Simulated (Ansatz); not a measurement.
`C[Si](C)(O)Cl` + HCl → `C[Si](C)(Cl)Cl` + H₂O at 298.15 K and 1 bar (ligand exchange at the Si–O bond).

Calculated with Ansatz (gas phase, PBE0-D4/def2-TZVP geometries, no zero-point term in ΔE). CBS: MP2 limit from def2 TZ/QZ plus the TZ coupled-cluster correction, frozen cores. This one scheme is used for every species. One conformer a species, not always the lowest.

| species | CCSD(T)/CBS energy (Eh) | H − E (kJ/mol) | S (J/(mol·K)) |
| --- | --- | --- | --- |
| `C[Si](C)(O)Cl` | -904.49412 | 260.0 | 363.8 |
| HCl | -460.38127 | 26.6 | 186.8 |
| `C[Si](C)(Cl)Cl` | -1288.49641 | 226.8 | 359.4 |
| H₂O | -76.37941 | 66.4 | 188.7 |

H − E and S are ideal-gas, rigid-rotor, harmonic terms from PBE0-D4/def2-TZVP, for one conformer and one mirror image of each species. 1 Eh = 2625.50 kJ/mol, R = 8.31446 J/(mol·K).

Task: By hand: ΔE, ΔH, ΔS and ΔG.

Result: ΔE = (-1288.49641) + (-76.37941) − (-904.49412) − (-460.38127) = -0.00043 Eh = -1.1 kJ/mol. Δ(H − E) = 226.8 + 66.4 − 260.0 − 26.6 = 6.6, so ΔH = 5.5 kJ/mol. ΔS = 359.4 + 188.7 − 363.8 − 186.8 = -2.5 J/(mol·K). ΔG = 5.5 − 298.15 × (-2.5)/1000 = 6.2 kJ/mol.

Task: By hand: the equilibrium constant, and the temperature at which ΔG would vanish if ΔH and ΔS stayed fixed.

Result: log₁₀ K = −ΔG/(RT ln 10) = -1.1. ΔH and −TΔS have one sign here, so there is no such temperature.

The number of gas molecules stays the same, so ΔS is small and ΔH decides. A doubt of 5 kJ/mol in ΔE shifts log₁₀ K by 0.9 here. Other conformers and mirror images would add mixing entropy, several J/(mol·K) or more a flexible species. These are equilibria of isolated gas molecules and say nothing of rates. Largest T1 diagnostic: 0.010 (customary marks: 0.02 for closed shells, 0.045 for open ones).

ΔS is within the doubt of such terms, so its sign, and with it that verdict, could turn.
